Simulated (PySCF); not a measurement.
Species: SeMe2, C₂H₆Se.
Bonds: Se1–C2, Se1–C6. Hydrogens: H3, H4, H5 on C2; H7, H8, H9 on C6.

Method: PBE0-D3(BJ)/def2-SVP geometry optimisation, gas phase in PySCF; density fitting, grid level 1; the optimiser is geomeTRIC in internal coordinates, started from a GFN2-xTB structure with every atom displaced at random (about 0.03 Å).

Geometry at step 0:
```
atom  x, y, z in Å
Se1     0.0611   -0.0776   -1.2893
C2      1.4432   -0.0286   -0.0125
H3      1.3353   -0.9252    0.5701
H4      1.4887    0.8761    0.6125
H5      2.3856   -0.0233   -0.5923
C6     -1.4721    0.0298   -0.0132
H7     -1.3705    0.9149    0.5941
H8     -1.3404   -0.8508    0.6099
H9     -2.3981    0.0152   -0.5050
```

Question: Give the atomic forces at this geometry.

Answer: 
```csv
atom,Fx (eV/Å),Fy (eV/Å),Fz (eV/Å)
Se1,-1.628,0.536,-0.741
C2,0.923,0.621,-0.043
H3,0.404,-0.578,0.743
H4,-0.326,-0.033,0.055
H5,-0.149,-0.317,0.179
C6,2.607,-0.516,0.227
H7,0.027,0.662,0.318
H8,-0.308,-0.306,0.358
H9,-1.550,-0.070,-1.097
```

The largest, 2.67 eV/Å, acts on C6; the rms over all components is 0.808 eV/Å. The forces sum to zero within rounding, as they must for an isolated molecule in no field.

Question: Give the force on C6 in Eh/bohr and in nN.

Answer: 2.667 eV/Å ÷ 51.422 = 0.05187 Eh/bohr, and 2.667 eV/Å × 1.602 = 4.27 nN.

Question: How far is this geometry from the end of the optimisation?

Answer: 0.212 eV above it, and 0.060 Å rms away after alignment. The bonds farthest from their final lengths, with half the difference of the two atoms' forces along the bond (positive lengthens):

| bond | now (Å) | final (Å) | force along bond (eV/Å) |
| --- | --- | --- | --- |
| Se1–C2 | 1.882 | 1.940 | +1.17 |
| Se1–C6 | 1.998 | 1.940 | -1.34 |
| C6–H9 | 1.049 | 1.099 | +2.14 |
| C2–H3 | 1.075 | 1.099 | +0.74 |
| C6–H7 | 1.078 | 1.099 | +0.39 |
| C6–H8 | 1.087 | 1.099 | -0.22 |

The angle farthest from its final value is Se1–C6–H8, 103.3° against 110.8°.

Of the 6 listed bonds off by 0.010 Å or more, this force points towards the final length in 5.

The cost below is that of the whole optimisation. Hardware: one thread of an Intel Xeon Platinum 8259CL at 2.50 GHz (shared host). Cost: 19 s, 0.34 GiB resident at most.
